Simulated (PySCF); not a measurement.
# Löwdin shares of the frontier orbitals

Species: cis-PdH2(NH3)2 (singlet state).
Cartesian coordinates in Å at the PBE0-D3(BJ)/def2-SVP level; atoms count from 1:
```
atom  x, y, z in Å
Pd1    0.684    0.680    0.048
H2     2.218    0.832    0.054
H3     0.845    2.209    0.158
N4    -1.536    0.818    0.064
H5    -1.796    1.333    0.904
H6    -2.118   -0.019    0.033
H7    -1.808    1.401   -0.727
N8     0.813   -1.535   -0.113
H9     1.388   -1.855    0.666
H10    1.335   -1.748   -0.962
H11   -0.026   -2.114   -0.124
```

Computed, not measured: PySCF 2.14.0, density-fitted response routines, TDDFT B3LYP/def2-SVPD, vertical, gas phase, core orbitals frozen in the response, def2 core potentials past Kr. Spin–orbit coupling is left out.

Frontier orbitals with the atoms that hold most of them (Löwdin shares over 4%, at most four atoms; ? is withheld):

| orbital | ε (eV) | atoms |
| --- | --- | --- |
| HOMO-3 | -6.19 | Pd1 86% |
| HOMO-2 | -5.90 | Pd1 95% |
| HOMO-1 | -5.82 | ? |
| HOMO | -4.96 | Pd1 81%, H3 7%, H2 7% |
| LUMO | -0.54 | ? |
| LUMO+1 | -0.27 | Pd1 49%, N8 5%, N4 5%, H5 5% |
| LUMO+2 | 0.52 | Pd1 75% |

(1) Give the leading atoms of the HOMO-1.

(2) Give the leading atoms of the LUMO.

(3) How does S1 compare with the orbital gap of 4.42 eV?

(4) One configuration dominates each of S1, S2, S3, S4 and S6. Which, and how do the shares of the two leading atoms of either orbital change from the occupied to the empty one?

Results:

(1) Pd1 (bonded to 2 N and 2 H) 95%.

(2) Pd1 (bonded to 2 N and 2 H) 37%; H6 (bonded to N) 12%; H11 (bonded to N) 12%; N4 (bonded to Pd and 3 H) 8%. By element: palladium 37%, hydrogen 24% or more, nitrogen 8% or more.

(3) S1 is at 3.68 eV (f = 0.030), 0.74 eV below the gap, made of HOMO→LUMO (99%). S1/S2 lie within about 0.01 eV of each other. 

(4) 
- S1 (3.68 eV, f 0.030), HOMO→LUMO (99%): Pd1 81% → 37%, H3 7% → at most 9%, H6 at most 4% → 12%; the Löwdin share of palladium is 81% in HOMO and 37% in LUMO
- S2 (3.68 eV, f 0.049), HOMO→LUMO+1 (94%): Pd1 81% → 49%, H3 7% → at most 6%, N8 at most 4% → 5%; the Löwdin share of palladium is 81% in HOMO and 49% in LUMO+1
- S3 (4.32 eV, f 0.0019), HOMO-1→LUMO+1 (85%): Pd1 95% → 49%, N8 at most 4% → 5%; the Löwdin share of palladium is 95% in HOMO-1 and 49% in LUMO+1
- S4 (4.33 eV, f 0.0000), HOMO-1→LUMO (72%): Pd1 95% → 37%, H6 at most 4% → 12%; the Löwdin share of palladium is 95% in HOMO-1 and 37% in LUMO
- S6 (4.43 eV, f 0.0015), HOMO-2→LUMO (94%): Pd1 95% → 37%, H6 at most 4% → 12%; the Löwdin share of palladium is 95% in HOMO-2 and 37% in LUMO

Orbitals of the list HOMO-3 to LUMO+2 that lie within 0.01 eV of each other are written together with a slash and their weights summed (≥ marks a lower bound); for degenerate orbitals outside that list single weights are arbitrary.

Löwdin shares depend on the basis, the more so with diffuse functions.
